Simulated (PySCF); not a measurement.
GaH3OSe2. Atoms are numbered in the order given.

```xyz
7

Ga    -0.5466     0.0040     0.0000
O     -2.3314     0.1252     0.0000
H     -2.8127    -0.7119     0.0000
Se     0.5060    -2.0933     0.0000
H      1.8470    -1.4781     0.0000
Se     0.5148     2.0817     0.0000
H      1.8548     1.4626     0.0000
```

Geometry: B3LYP-D3(BJ)/def2-SVP. One conformer was computed; it need not be the lowest.

These are PBE/pcSseg-1 (PySCF) values and carry that method's errors.

GIAO shieldings, no solvent; atoms listed in one row are averaged. δ = σ(ref) − σ: ¹⁷O against H2O (σ = 334.3 ppm); ¹H against TMS (σ = 31.49 ppm); ⁷⁷Se against Me2Se (σ = 1634.8 ppm), references at their B3LYP-D3(BJ)/def2-TZVP geometries, non-relativistic.

```tsv
nucleus	atoms	count	δ (ppm)
¹⁷O	O2	1	122.3
¹H	H3	1	3.54
¹H	H5	1	1.10
¹H	H7	1	0.75
⁷⁷Se	Se4	1	-270.2
⁷⁷Se	Se6	1	-288.0
```
